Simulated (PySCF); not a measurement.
**Shifts of the heteroatoms**

Geometry:
```tsv
atom	x (Å)	y (Å)	z (Å)
C1	-1.878	0.204	0.321
O2	-0.492	0.543	0.354
C3	0.333	-0.312	-0.265
F4	0.238	-1.566	0.225
F5	0.042	-0.415	-1.589
C6	1.770	0.209	-0.151
F7	2.584	-0.609	-0.852
Cl8	2.288	0.278	1.528
H9	-2.051	-0.753	0.814
H10	-2.242	0.169	-0.707
H11	-2.385	0.996	0.865
H12	1.820	1.216	-0.566
```

- σ from GIAO-B97-2/pcSseg-2
- geometry: PBE0-D3(BJ)/def2-TZVP
- code: PySCF
- non-relativistic Hamiltonian, one computed conformer, no solvent model, averaged over atoms made equivalent by symmetry, fast rotation or ring inversion

Question: What are the ¹⁹F shifts?

Answer: 
```csv
atoms,environment,σ (ppm),δ (ppm)
F5,fluorine of a CF2 group,279.2,-92.1
F4,fluorine of a CF2 group,293.0,-105.2
F7,fluorine on an sp3 carbon,344.7,-154.2
```

Shieldings were converted by a linear fit to measured shifts: ¹⁹F: δ = 163.32 − 0.949σ +9.6 on sp3 carbon (rms 4.2 ppm, 161 shifts, 5.7 ppm with the 8 outliers that the fit left out vs CFCl3, solution or neat liquid). A few per cent of atoms miss by over 2 rms, more outside the fitted compound classes.

On a 500 MHz spectrometer ¹⁹F resonates near 470.5 MHz, so 1 ppm is 470.5 Hz.

Question: What are the ¹⁷O shifts?

Answer: 
```csv
atoms,environment,σ (ppm),δ (ppm)
O2,ether oxygen,244.3,42.7
```

Shieldings were converted by a linear fit to measured shifts: ¹⁷O (scatter 12.2 ppm rms vs liquid water, solution or neat liquid). Occasional misses reach two or three times the rms, and more in compound classes unlike the fitted ones.

On a 400 MHz spectrometer ¹⁷O resonates near 54.2 MHz, so 1 ppm is 54.2 Hz.
